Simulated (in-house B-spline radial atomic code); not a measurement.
**Ionising Al⁶⁺ with different functionals**

Computed with a radial B-spline atomic code at the basis-set limit: scalar-relativistic (spin-free X2C) Hamiltonian, Fermi nucleus of rms radius 3.061 fm, spin-polarised at highest spin, spherical fractional occupations for the functionals, the average over the highest-spin determinants for Hartree-Fock. The ionisation energy is the difference of two self-consistent energies, [He] 2s2 2p3 → [He] 2s2 2p2, without Breit or QED terms; ε is the level of the shell that loses the electron (its least bound occupied spin orbital).

Hybrids are left out here: with spherical fractional occupations of an open shell their exact exchange keeps a self-interaction that integer-occupation calculations don't have.

```csv
method,rung,ΔSCF (eV),-ε(2p) (eV)
Hartree-Fock,Hartree-Fock,242.03,243.55
LDA VWN5,LDA,242.38,221.43
LDA PW92,LDA,242.37,221.42
LDA exchange-only,LDA,240.70,219.81
PBE,GGA,242.57,221.62
PBEsol,GGA,?,?
BLYP,GGA,?,?
RPBE,GGA,242.54,221.61
PW91,GGA,242.84,221.87
BP86,GGA,242.60,221.64
AM05,GGA,242.20,221.28
OLYP,GGA,243.39,222.47
TPSS,meta-GGA,243.08,222.21
SCAN,meta-GGA,244.77,224.24
r2SCAN,meta-GGA,244.60,224.08
revTPSS,meta-GGA,242.76,221.94
```

**Question.** What does BLYP give?

**Answer.** ΔSCF 242.64 eV, and -ε(2p) = 221.60 eV.

**Question.** What does PBEsol give?

**Answer.** ΔSCF 242.29 eV, and -ε(2p) = 221.36 eV.

**Question.** How do they compare with the NIST value?

**Answer.** NIST lists 241.76 eV ± 0.09 (semi-empirical, ground level to ground level). Errors run from -1.06 to +3.01 eV; Hartree-Fock is closest (+0.27 eV), but part of that can be cancellation, since the calculations leave out spin-orbit coupling, Breit-QED terms, multiplet and fine-structure energies. Hartree-Fock also lacks correlation.
